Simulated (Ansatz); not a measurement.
C₃H₅AlO (`C=[C]1O[CH2][AlH]1`). Charge 0, multiplicity 1. All single points use the PBE0-D4/def2-TZVP geometry.

```xyz
10

C    -0.878   -0.015    1.816
C    -0.257   -0.055    0.639
O    -0.617    0.786   -0.403
C     0.233    0.508   -1.547
Al    1.127   -0.871   -0.453
H    -0.568   -0.687    2.605
H    -1.692    0.674    2.019
H     0.774    1.418   -1.825
H    -0.389    0.212   -2.397
H     2.268   -1.971   -0.453
```

(1) What is the dipole moment at r2SCAN/def2-TZVPP? (An estimate is asked.)

(2) And with PBE, B3LYP, ωB97M-V? (An estimate is asked.)

(3) Give the Mulliken charges with r2SCAN, ωB97M-V, B3LYP in def2-TZVPP. (Best estimate.)

Answers

(1) Ansatz gave: 1.97 D, with components (1.46, -1.00, -0.87) D in this frame, pointing from negative to positive charge.

(2) Computed: PBE 1.83 D, B3LYP 2.12 D, ωB97M-V 2.27 D.

(3) Computed: 
```
atom  r2SCAN  ωB97M-V  B3LYP
  C1   -0.25    -0.26  -0.27
  C2   -0.01     0.00   0.05
  O3   -0.24    -0.24  -0.26
  C4   -0.13    -0.23  -0.17
 Al5    0.44     0.38   0.35
  H6    0.08     0.10   0.10
  H7    0.09     0.10   0.10
  H8    0.07     0.11   0.09
  H9    0.07     0.11   0.09
 H10   -0.11    -0.06  -0.09
```

B3LYP here is the variant with VWN-RPA as its local correlation; programs differ in this.
